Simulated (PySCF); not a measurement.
Orbital picture of TeI⁺

PBE0 at R = 2.588 Å; PySCF, scalar-relativistic core potentials, basis sets Te def2-SVP with ECP28, I def2-SVP with ECP28. State: ³Σ⁻ (triplet), unpaired electrons π ↑↑. Only the outer orbitals are listed, counted within each symmetry, core potentials removing the inner ones.

```json
{"spin": "α", "orbital": "7σ", "occ.": "1", "ε (eV)": "-27.17", "on Te (%)": "34", "main shells (%)": "63 I s, 31 Te s"}
{"spin": "α", "orbital": "8σ", "occ.": "1", "ε (eV)": "-23.97", "on Te (%)": "65", "main shells (%)": "64 Te s, 33 I s"}
{"spin": "α", "orbital": "9σ", "occ.": "1", "ε (eV)": "-16.45", "on Te (%)": "48", "main shells (%)": "48 I p, 43 Te p"}
{"spin": "α", "orbital": "5π", "occ.": "1", "ε (eV)": "-15.36", "on Te (%)": "53", "main shells (%)": "52 Te p, 47 I p"}
{"spin": "α", "orbital": "5π", "occ.": "1", "ε (eV)": "-15.36", "on Te (%)": "53", "main shells (%)": "52 Te p, 47 I p"}
{"spin": "α", "orbital": "6π", "occ.": "1", "ε (eV)": "-13.34", "on Te (%)": "48", "main shells (%)": "52 I p, 48 Te p"}
{"spin": "α", "orbital": "6π", "occ.": "1", "ε (eV)": "-13.34", "on Te (%)": "48", "main shells (%)": "52 I p, 48 Te p"}
{"spin": "α", "orbital": "10σ", "occ.": "0", "ε (eV)": "-8.69", "on Te (%)": "56", "main shells (%)": "53 Te p, 43 I p"}
{"spin": "α", "orbital": "11σ", "occ.": "0", "ε (eV)": "-0.84", "on Te (%)": "78", "main shells (%)": "50 Te s, 22 Te d, 12 I d"}
{"spin": "α", "orbital": "7π", "occ.": "0", "ε (eV)": "0.52", "on Te (%)": "68", "main shells (%)": "68 Te d, 30 I d"}
{"spin": "β", "orbital": "7σ", "occ.": "1", "ε (eV)": "-26.57", "on Te (%)": "24", "main shells (%)": "73 I s, 19 Te s"}
{"spin": "β", "orbital": "8σ", "occ.": "1", "ε (eV)": "-22.51", "on Te (%)": "73", "main shells (%)": "73 Te s, 23 I s"}
{"spin": "β", "orbital": "9σ", "occ.": "1", "ε (eV)": "-15.98", "on Te (%)": "46", "main shells (%)": "51 I p, 39 Te p"}
{"spin": "β", "orbital": "5π", "occ.": "1", "ε (eV)": "-14.26", "on Te (%)": "22", "main shells (%)": "77 I p, 21 Te p"}
{"spin": "β", "orbital": "5π", "occ.": "1", "ε (eV)": "-14.26", "on Te (%)": "22", "main shells (%)": "77 I p, 21 Te p"}
{"spin": "β", "orbital": "6π", "occ.": "0", "ε (eV)": "-10.33", "on Te (%)": "78", "main shells (%)": "78 Te p, 21 I p"}
{"spin": "β", "orbital": "6π", "occ.": "0", "ε (eV)": "-10.33", "on Te (%)": "78", "main shells (%)": "78 Te p, 21 I p"}
{"spin": "β", "orbital": "10σ", "occ.": "0", "ε (eV)": "-8.19", "on Te (%)": "59", "main shells (%)": "56 Te p, 39 I p"}
```

**Question.** Which are the highest filled and the lowest empty level, where do they sit, and how wide is the gap?

**Answer.** Highest filled α 6π at -13.34 eV (in %: 52 I p, 48 Te p); lowest empty β 6π at -10.33 eV (in %: 78 Te p, 21 I p); the gap at PBE0 is 3.01 eV. Both belong to one degenerate shell, split only by its one-sided filling, so this is no excitation gap.

```json
{
 "bond order (Mayer)": "1.71",
 "⟨S²⟩": "2.005",
 "charge on Te (Mulliken, basis-dependent)": "0.65",
 "charge on Te (Löwdin, basis-dependent)": "0.61",
 "dipole moment (positive dipole points towards I; it is taken about the centre of mass and depends on that origin)": "-1.67 D",
 "polarisability along the bond": "93.5 bohr³",
 "polarisability across the bond": "30.7 bohr³"
}
```

Spin–orbit coupling is left out. The state is the lowest determinant that a PBE0 search found; another state may lie lower at other levels.
